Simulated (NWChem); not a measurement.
Species: VOCl$_{2}$, doublet; SMILES [O]=[V]([Cl])[Cl]

```xyz
4

V      0.3209     0.0081     0.0000
O      1.8581    -0.0091     0.0000
Cl    -0.6614    -0.0032    -1.9276
Cl    -0.6614    -0.0032     1.9276
```
Atoms are numbered in this order, from 1.

Program: NWChem. Pople sets run with spherical d functions. Spin-unrestricted. In the optimisation the excess spin sits in a' (Cs, its own frame). Coordinates come from a PBE0/def2-SVP, spin-unrestricted optimisation. This spin state was assumed; another may lie lower. No stability test was run on the SCF state. Vzz is the largest principal value of the second derivative of the potential at the nucleus (NWChem prints the opposite sign); η is the asymmetry. Non-relativistic.

Question: What does the run give for B3LYP/6-31G*? Quantities: Vzz V1 (a.u.); η V1; Vzz O2 (a.u.); η O2; Vzz Cl4 (a.u.); η Cl4.

Answer: 
| Property | Value |
|---|---|
| Vzz V1 (a.u.) | 1.051 |
| η V1 | 0.26 |
| Vzz O2 (a.u.) | 0.329 |
| η O2 | 0.27 |
| Vzz Cl4 (a.u.) | -0.758 |
| η Cl4 | 0.19 |
